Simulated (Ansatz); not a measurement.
Saddle point of CH$_{6}$GeN, doublet (CH₃N ([CH2][NH]) + GeH₃ → CH₆GeN ([NH][CH2][GeH3]); bonds formed: C1–Ge3), PBE0-D4/def2-TZVP structure:

```
9
angstrom
C -1.1463 -0.4843 0.5129
N -0.4718 -1.3730 1.1395
Ge 0.9192 0.9585 -0.6097
H -1.4361 0.4224 1.0458
H -1.5979 -0.6245 -0.4748
H -0.3252 -2.1941 0.5517
H 0.8022 2.1516 -1.5831
H 1.6159 1.3677 0.6959
H 1.6401 -0.2243 -1.2783
```

Energies are electronic, without zero-point energy. Barriers and step energies count from the start structure reached by relaxing down the imaginary mode; all methods use the PBE0-D4 structures, on which another method's saddle can fall below an end. Computed with Ansatz 0.2.0 (basis: def2-TZVPP, with def2-QZVPP for the basis limit); correlated methods freeze the cores; orbitals are unrestricted. Filled d shells of the heavier atoms are correlated. The def2 sets are not built for correlating such inner shells, so the correlated values are less sure here. B3LYP uses VWN-RPA correlation. Extrapolation: Hartree–Fock as exp(−7.88 √X), correlation as X^−2.97.

| method | barrier (eV) | step energy (eV) |
| --- | --- | --- |
| SPW92 | ? | -0.582 |
| PBE-D4 | 0.056 | -0.414 |
| BLYP-D4 | ? | -0.255 |
| r2SCAN-D4 | 0.068 | -0.532 |
| B97M-V | 0.136 | -0.468 |
| PBE0-D4 | 0.107 | -0.523 |
| B3LYP-D4 | ? | -0.350 |
| r2SCAN0-D4 | 0.101 | -0.597 |
| BHLYP-D4 | 0.181 | -0.488 |
| CAM-B3LYP-D4 | 0.179 | -0.412 |
| wB97X-V | 0.171 | -0.518 |
| wB97M-V | 0.188 | -0.359 |
| B2PLYP | 0.206 | -0.336 |
| PBE-QIDH | 0.210 | -0.526 |
| RPA on PBE | 0.224 | -0.344 |
| HF | 0.278 | -0.459 |
| MP2 | 0.500 | -0.282 |
| CCSD | 0.231 | -0.395 |
| CCSD(T) | 0.215 | -0.366 |

Task: Fill in the withheld barriers. (An estimate is asked for; the value comes from the calculation.)

Result: The calculation gives: BLYP-D4 0.089; SPW92 -0.007; B3LYP-D4 0.131 eV. Each is the energy of the saddle less that of the start structure, by the same method.

For comparison, the barrier by CCSD(T) at an estimated basis limit (MP2 extrapolated from triple and quadruple zeta, plus CCSD(T) − MP2 in triple zeta) is 0.195 eV.

The T1 diagnostic stays at or below 0.028. ⟨S²⟩ of the unrestricted Hartree–Fock references: 0.76 to 0.93 (a pure state has 0.75). The unrestricted reference is spin-contaminated, which hurts MP2 most.

Radical steps of this kind take place in plasma deposition and etching.

Labels in which every atom is bracketed show which atoms are joined, not bond orders.

For scale, one of the runs: CCSD(T)/def2-TZVPP, 194 basis functions, launched by `ansatz run in.yaml --threads 8 --pin off --events-out ev --progress --plain --max-ram 19148MiB`. The run took 30 s on 8 CPU threads of an Intel Xeon 6975P-C (shared host), with 6.4 GiB of host memory at its peak.
